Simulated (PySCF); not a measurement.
C₆H₁₀OS.
Atom-mapped SMILES: `[CH3:1][O:2][C@H:3]1[CH2:4][CH2:5][C:6](=[S:7])[CH2:8]1` (hydrogens: H9, H10, H11 on C1; H12 on C3; H13, H14 on C4; H15, H16 on C5; H17, H18 on C8)

All values: PBE0/def2-SVPD (PySCF, non-relativistic), on one gas-phase PBE0-D3(BJ)/def2-SVP geometry that isn't relaxed in the solvent. The solvent is an IEF-PCM continuum (cavity from Bondi-type radii × 1.2), and excitations are vertical TDDFT with non-equilibrium linear response and a frozen core. Only the electrostatic response of the medium enters.

Gas-phase singlets (H = HOMO, L = LUMO):

```json
{"state": "S1", "E (eV)": "2.510", "λ (nm)": "494", "f": "0.000", "leading configurations": "H→L 100%"}
{"state": "S2", "E (eV)": "4.790", "λ (nm)": "259", "f": "0.002", "leading configurations": "H-1→L 99%"}
{"state": "S3", "E (eV)": "5.535", "λ (nm)": "224", "f": "0.255", "leading configurations": "H-2→L 93%"}
{"state": "S4", "E (eV)": "5.784", "λ (nm)": "214", "f": "0.034", "leading configurations": "H→L+1 83%, H→L+2 15%"}
{"state": "S5", "E (eV)": "6.096", "λ (nm)": "203", "f": "0.006", "leading configurations": "H-3→L 84%, H-5→L 15%"}
```

Task: Give the list for acetone (ε = 20.49), n² = 1.85.

Result: 
| state | E (eV) | λ (nm) | f | leading configurations | change by rank (eV) |
| --- | --- | --- | --- | --- | --- |
| S1 | 2.691 | 461 | 0.000 | H→L 100% | +0.181 |
| S2 | 4.493 | 276 | 0.002 | H-1→L 99% | -0.297 |
| S3 | 5.401 | 230 | 0.325 | H-2→L 95% | -0.134 |
| S4 | 5.846 | 212 | 0.008 | H-3→L 92% | +0.062 |
| S5 | 6.124 | 202 | 0.100 | H→L+1 84%, H→L+2 14% | +0.028 |

Task: The ground-state energy changes by -0.259 eV from gas to acetone. By how much does the total energy of gas-phase S1 change?

Result: E(S1) = E(S0) + excitation energy, so it changes by -0.259 + 0.181 = -0.078 eV: it is lowered less than the ground state, which is what a blue shift means. This is the vertical state, with the slow part of the continuum still set for S0.

Task: How do the frontier levels move from gas to acetone?

Result: 
```json
{"orbital": "LUMO+2", "gas (eV)": "0.89", "solvent (eV)": "1.06", "change (eV)": "+0.17"}
{"orbital": "LUMO+1", "gas (eV)": "0.44", "solvent (eV)": "0.72", "change (eV)": "+0.28"}
{"orbital": "LUMO", "gas (eV)": "-2.04", "solvent (eV)": "-2.12", "change (eV)": "-0.08"}
{"orbital": "HOMO", "gas (eV)": "-6.31", "solvent (eV)": "-6.57", "change (eV)": "-0.26"}
{"orbital": "HOMO-1", "gas (eV)": "-7.77", "solvent (eV)": "-7.56", "change (eV)": "+0.21"}
{"orbital": "HOMO-2", "gas (eV)": "-8.04", "solvent (eV)": "-8.15", "change (eV)": "-0.11"}
{"orbital": "HOMO-3", "gas (eV)": "-9.25", "solvent (eV)": "-9.05", "change (eV)": "+0.20"}
```

The HOMO–LUMO gap goes from 4.27 to 4.45 eV. Rows go by rank; for LUMO+1 and LUMO+2 the atom shares or the degeneracy differ between the runs, so the row needn't follow one orbital.
